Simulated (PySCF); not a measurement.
A structure optimised at B3LYP-D3(BJ)/def2-SVP, used in a PySCF frequency run:

```
C
H 1 1.1073
H 1 1.1075 2 103.36
C 1 1.5307 2 110.95 3 118.93
H 4 1.1009 1 111.33 2 -57.11
H 4 1.1010 5 107.80 1 122.41
H 4 1.1011 5 107.79 6 115.20
B 1 1.5642 2 106.52 3 -111.89
Cl 8 1.7583 1 122.48 2 -125.67
Br 8 1.9303 1 119.54 2 54.40
```
Charge 0, spin multiplicity 1.

Task: Write its SMILES and formula.

Result: CCB(Cl)Br, C₂H₅BBrCl

Task: What are its rotational constants (standard atomic weights)?

Result: 3.5121, 1.3369, 0.97998 GHz
